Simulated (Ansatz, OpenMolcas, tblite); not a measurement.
# C2H5ClSi (SMILES ClC1C[SiH2]1): the energy, rung by rung

The species is C2H5ClSi (9 atoms), meant as a singlet with charge 0. As SMILES, `ClC1C[SiH2]1`. The coordinates come from a PBE0-D4/def2-TZVP relaxation.

| atom | x (Å) | y (Å) | z (Å) |
| --- | --- | --- | --- |
| Cl | -0.6102 | -0.4166 | -2.2543 |
| C | -0.4426 | 0.3735 | -0.6899 |
| C | 0.9304 | 0.3051 | -0.0143 |
| Si | -0.4175 | -0.5751 | 0.9039 |
| H | -0.8996 | 1.3566 | -0.7145 |
| H | 1.6593 | -0.3223 | -0.5182 |
| H | 1.3457 | 1.2489 | 0.3241 |
| H | -0.4528 | -2.0481 | 0.8387 |
| H | -1.0239 | 0.0318 | 2.1073 |

Each level gives the energy change with the C2–H5 bond stretched from 1.084 to 1.410 Å (eV). The values are calculated.

| level | kind | program | value (eV) | CPU time (all runs) |
| --- | --- | --- | --- | --- |
| GFN2-xTB | semi-empirical | tblite | 0.87 | under 2 s |
| revPBE/def2-SVP (restricted) | GGA | OpenMolcas | 0.85 | 47 s |
| TPSS/def2-SVP (restricted) | meta-GGA | OpenMolcas | 0.90 | 66 s |
| BHLYP/def2-SVP (restricted) | global hybrid | OpenMolcas | 1.07 | 43 s |
| wB97X/def2-SVP (restricted) | range-separated hybrid | Ansatz | 1.00 | 39 s |
| B2PLYP/def2-SVP (restricted) | double hybrid | OpenMolcas | 0.98 | 36 s |
| RPA@PBE0/def2-SVP (restricted) | RPA | Ansatz | 0.96 | 19 s |
| MP2/def2-SVP (restricted) | perturbation theory | OpenMolcas | 1.00 | 11 s |
| CCSD/def2-SVP (restricted) | coupled cluster or CI | Ansatz | 0.98 | 26 s |

The first shape isn't each level's own minimum. The values span 0.85 to 1.07 eV. CPU times are rough (shared hosts, several kinds of processor and program).
